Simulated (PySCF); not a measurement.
Simulated outer-valence photoelectron spectrum of `N#C[C@@H]1C[SiH2]1`. Theory: EOM-IP-CCSD/aug-cc-pVDZ in PySCF, restricted Hartree–Fock reference, frozen core, non-relativistic, gas phase, PBE0-D3(BJ)/def2-SVP geometry.

Each root has a Gaussian of 0.6 eV full width with its one-hole share as area; cross sections and vibrations are left out, and the highest printed point is 100.

```
ionisation energy (eV)  intensity
                   8.8          0
                   9.0          2
                   9.2         12
                   9.4         35
                   9.6         55
                   9.8         47
                  10.0         22
                  10.2          6
                  10.4          6
                  10.6         21
                  10.8         47
                  11.0         55
                  11.2         35
                  11.4         12
                  11.6          5
                  11.8         14
                  12.0         42
                  12.2         76
                  12.4         92
                  12.6         82
                  12.8         72
                  13.0         86
                  13.2        100
                  13.4         81
                  13.6         44
                  13.8         27
                  14.0         42
                  14.2         56
                  14.4         42
                  14.6         17
                  14.8          4
                  15.0          4
                  15.2         15
                  15.4         39
                  15.6         55
                  15.8         42
                  16.0         17
                  16.2          4
                  16.4          0
```

Question: Where are the maxima, and how many lines lie under the curve?

Answer: 6 maxima, at 9.7, 11.0, 12.4, 13.2, 14.2 and 15.6 eV, from 8 lines. At this width some lines have no maximum of their own.

Question: List the lines with their holes.

Answer: 
```
E (eV)  leading hole (HF orbital)  area  Koopmans (eV)
  9.65                       HOMO  0.96          10.08
 10.95                     HOMO-1  0.95          11.53
 12.23                     HOMO-2  0.94          12.73
 12.55                     HOMO-5  0.92          14.74
 13.09                     HOMO-3  0.94          13.91
 13.34                     HOMO-4  0.94          14.15
 14.21                     HOMO-6  0.94          15.54
 15.61                     HOMO-7  0.93          17.00
```

The widest gap, 1.40 eV, lies between 14.21 and 15.61 eV. Only orbitals with −ε under 21 eV, eight at most, were ionised, so the high end of the curve may lack lines.
